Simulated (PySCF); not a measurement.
# NMR problem set

Method: NMR shieldings at PBE0/pcSseg-1/GIAO, geometry from GFN2-xTB, in PySCF (gas phase, one averaged value for each set of equivalent atoms, no relativistic terms, one conformer).

Referencing at the same level of theory: ¹H (σ = 31.72 ppm), ¹³C (σ = 186.93 ppm) against TMS. Splittings of carbon signals by F and P are missing where no couplings were computed. Where no couplings were computed, multiplicities follow the n + 1 count of equivalent neighbours, and m marks all less simple cases (inequivalent or close neighbours, rings, F or P nearby). Acid and N–H amide carbonyl carbons lie up to 10 ppm further downfield in solution (hydrogen bonding). Shifts are as computed. Against solution values, carbons near 30 ppm lie about +3 ppm off and those near 130 ppm about +5 ppm. Of 1211 compounds with measured shifts, 218 miss one by over three times the rms of a fit or turn the order of signals round; such compounds aren't used in these exercises. OH and NH positions are gas-phase values without hydrogen bonding to other molecules.

(1) C8H9F3. ¹H NMR (400 MHz, computed): δ 2.34 (m, 1H), 2.07 (m, 2H), 1.92 (m, 2H), 1.81 (m, 2H), 0.99 (m, 2H). ¹³C{¹H} NMR (computed): δ 167.9, 139.9, 48.7, 43.0, 37.9, 30.9, 30.9. What is it?

(2) C5H10O2Si. ¹H NMR (400 MHz, computed): δ 7.96 (m, 1H), 6.55 (d, 1H), 6.11 (br s, 1H), 4.64 (m, 1H), 0.25 (d, 6H). ¹³C{¹H} NMR (computed): δ 169.7 (C), 162.8 (CH), 140.1 (CH), -2.6 (CH3). Give a structure.

Results:

(1) SMILES FC(F)=C(F)[C@]12CC[C@H](C1)C2. Rings plus π bonds: 3 (2 rings in the answer). 7 carbon signals for 8 carbons: some carbons are equivalent by symmetry or fast rotation. Carbon types of the structure: 3 × C, 1 × CH, 4 × CH2, which accounts for all hydrogens. δC 167.9, 139.9: fully substituted alkene carbon. δC 48.7: allylic quaternary sp3 carbon; a saturated carbon with 4 carbon neighbours and no heteroatom attached. δC 43.0, 30.9, 30.9: sp3 CH2 in a ring; a saturated carbon with 2 carbon neighbours and no heteroatom attached. δC 37.9: sp3 CH in a ring; saturated and bonded to C and H only.

The data come from this structure; uniqueness wasn't tested.

(2) SMILES OC(/C=C/[SiH](C)C)=O. Rings plus π bonds: 2 (no ring in the answer). 4 carbon signals for 5 carbons: some carbons are equivalent by symmetry or fast rotation. Carbon types of the structure: 1 × C, 2 × CH, 2 × CH3, leaving 2 H on heteroatoms. δC 169.7: carboxylic acid carbon; it is a carbonyl in resonance with an O or N lone pair, the region of acids, esters and amides. δC 162.8: β carbon of a C=C–C=O unit; conjugation with the carbonyl draws π density from the β position. δC 140.1: α carbon of a C=C–C=O unit; an sp2 carbon of a C=C bond. δH 6.55: hydrogen on an α carbon of a C=C–C=O unit; attached to an sp2 carbon and in the plane of the double bond.

The shifts were computed for this structure.
